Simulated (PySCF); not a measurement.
# Cr²⁺ (chromium, charge +2): UHF calculation

Configuration: [Ar] 3d3 4s1, high-spin 5F determinant (an excited configuration). All numbers are calculated (PySCF 2.14, no relativity, point nucleus, in def2-TZVPPD (6s6p4d2f1g, 67 functions)).

| Property | Result |
| --- | --- |
| Total energy | -1042.333287 hartree |
| One-electron energy | -1413.9036 hartree |
| Hartree (Coulomb) energy | 418.4886 hartree |
| Exchange energy | -46.9183 hartree |
| Kinetic energy | 1042.41647 hartree |
| ⟨S²⟩ | 6.0023 |
| ⟨L²⟩ | 12.029 |
| Sum of ⟨r⟩ | 15.86 bohr |
| Sum of ⟨r²⟩ | 22.23 bohr² |
| Density at the nucleus (Gaussians lack the cusp) | 9070 bohr⁻³ |
| Spin density at the nucleus | 5.73 bohr⁻³ |
| Langevin diamagnetic susceptibility | -17.6 ×10⁻⁶ cm³/mol |

```tsv
shell	electrons	mean orbital energy (eV)	rms radius, mean of both spins (bohr)
1s α	1	-6028.0	0.0743
1s β	1	-6027.9	0.0743
2s α	1	-746.82	0.319
2s β	1	-744.38	0.319
2p α	3	-635.81	0.288
2p β	3	-633.51	0.288
3s α	1	-123.57	0.960
3s β	1	-116.32	0.960
3p α	3	-89.718	1.02
3p β	3	-81.265	1.02
3d α	3	-40.256	1.22
4s α	1	-23.737	2.98
```

Spin-orbit constants ζ (cm⁻¹) from the X2C one-electron operator on these orbitals (non-relativistic here): bare nucleus, nucleus screened by l(l+1)(2l+1)/3 electrons, and screened by the Breit-Pauli mean field of the electrons.

```csv
shell,bare,screened nucleus,mean field
2p,47640,43670,41790
3p,5712,5236,4978
3d,537.5,313.6,279.1
```

To first order the Landé constant is A = 69.76 cm⁻¹, so the lowest level has J = 1 and lies 0.0692 eV below the centre of the term. This holds in LS coupling only.
